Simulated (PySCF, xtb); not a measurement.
W(NH)2(F)(Cl) (ClFH₂N₂W), SMILES [NH]=[W](=[NH])([F])[Cl], multiplicity 1.

Harmonic wavenumbers (cm⁻¹) from xtb with GFN2-xTB at its own minimum, in rising order: 132, 161, 168, 198, 246, 327, 390, 495, 604, 654, 672, 888, 921, 3338, 3343.

Problem. What does PySCF with B3LYP-D3(BJ)/def2-SVP give at its own minimum? (The exact figures need the calculation; the answer reports its results.)

Solution. 139, 182, 225, 248, 303, 396, 430, 616, 625, 686, 734, 993, 1034, 3616, 3619. Paired by order, the mean absolute difference is 87 cm⁻¹ and the zero-point energies are 17.9 and 19.8 kcal/mol.
